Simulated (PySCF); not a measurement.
# What a mistake does to a calculation on H4O2Si2

Calculated results; nothing here was measured. They come from PySCF 2.14.0, an open-source quantum chemistry program, on an isolated molecule that a program drew, which may never have been made. The molecule is H4O2Si2 (charge 0, singlet), drawn as the SMILES string `O=[SiH]O[SiH3]`.

Each row is a Hartree-Fock (HF) and frozen-core CCSD(T) single point in the cc-pV(D+d)Z basis, meant for a local HF minimum. Run 1 is clean. Each other run has one planted mistake out of seven kinds, and not every kind appears here: one electron removed, one electron added, multiplicity raised by two, geometry at a saddle point, minimal basis STO-3G, one bond length entered in bohr, all coordinates scaled. The reference is restricted for singlets and unrestricted otherwise, and also for a bond in bohr. Adding or removing an electron swaps singlet and doublet. Electrons count all cores. HOMO and LUMO are orbital energies over both spins, the gradient is its largest component, and the lowest frequency (negative if imaginary) is given only where the gradient is small. Bond lengths are over the 7 bonds as drawn. T1 is the CCSD diagnostic: over 0.02 (restricted) or 0.045 (unrestricted) a single reference is doubtful.

Geometry of the clean run:
```xyz
8
H4O2Si2, angstrom
O     0.6556   -2.4701   -1.6431
Si   -0.0605   -1.8901   -0.4692
O    -1.3771   -0.9764   -0.5044
Si   -2.5114   -0.2564   -1.4982
H     0.3159   -2.0545    0.9316
H    -3.4544    0.4598   -0.6223
H    -1.8325    0.6874   -2.4035
H    -3.2139   -1.2993   -2.2662
```

| run | electrons | basis functions | <S^2> | HOMO (eV) | LUMO (eV) | gradient (hartree/bohr) | lowest frequency (cm^-1) | mean bond (Å) | longest bond (Å) | T1 | HF (hartree) | CCSD(T) (hartree) | mistake |
|---|---|---|---|---|---|---|---|---|---|---|---|---|---|
| 1 | 48 | 94 | 0.000 | -12.16 | 2.65 | 5.5e-06 | 50 | 1.5209 | 1.671 | 0.0181 | -730.01792 | -730.62567 | no fault |
| 2 | 49 | 94 | 0.770 | 1.33 | 7.47 | 7.8e-02 | - | 1.5209 | 1.671 | 0.0196 | -729.94398 | -730.56004 | one electron added |
| 3 | 48 | 94 | 0.000 | -12.37 | 2.91 | 6.3e-02 | - | 1.4676 | 1.613 | 0.0164 | -730.00475 | -730.60395 | all coordinates scaled |
| 4 | 47 | 94 | 0.756 | -17.30 | -6.83 | 1.3e-01 | - | 1.5209 | 1.671 | 0.0206 | -729.68507 | -730.23834 | one electron removed |
| 5 | 48 | 32 | 0.000 | -7.10 | 8.26 | 4.3e-02 | - | 1.5209 | 1.671 | 0.0212 | -721.17813 | -721.40914 | minimal basis STO-3G |
| 6 | 48 | 94 | 0.810 | -9.76 | 1.49 | 7.8e-03 | - | 1.7081 | 2.783 | 0.0488 | -729.90073 | -730.50035 | ? |

**Which mistake was planted in run 6, and what did it cost?**

The mean bond changes by a factor of 1.123 and the longest by 1.665, so the molecule wasn't scaled as a whole. A length L in bohr read as angstrom grows by (1/0.5292 - 1) L = 0.890 L. The 7 bonds together grew by 7 x 0.1872 = 1.310 Å, which gives L = 1.473 Å. That is the length of one of the H-Si bonds, 1.473 Å in the clean geometry. So the mistake is: one bond length entered in bohr. Subtracting run 1 and multiplying by 627.51 kcal/mol a hartree, the energy moved by 73.5 kcal/mol in HF and 78.6 kcal/mol in CCSD(T).

Cautions from the logs. Run 2: the HOMO is above zero, so the electron isn't bound and the energy depends on the basis; run 5: T1 is over the limit, so its CCSD(T) energy is less reliable; run 6: T1 is over the limit, so its CCSD(T) energy is less reliable.
